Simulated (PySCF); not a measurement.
# Electron correlation in Ni (nickel, neutral)

[Ar] 3d10, closed-shell 1S (an excited configuration). Calculation: PySCF 2.14, in ANO-RCC-VTZP (6s5p3d2f1g, 59 functions); the spin-free X2C one-electron Hamiltonian (Gaussian nucleus). Frozen: [Ne]; 18 electrons correlated.

```csv
level,correlation energy (mhartree)
CCSD,-790.74
(T),-31.74
CCSD(T),-822.48
```

Diagnostics: T1 = 0.016, D1 = 0.0300, largest double amplitude 0.038.

Problem. Is a single reference adequate?

Solution. Yes: T1 lies below 0.03 and no double amplitude reaches 0.07.
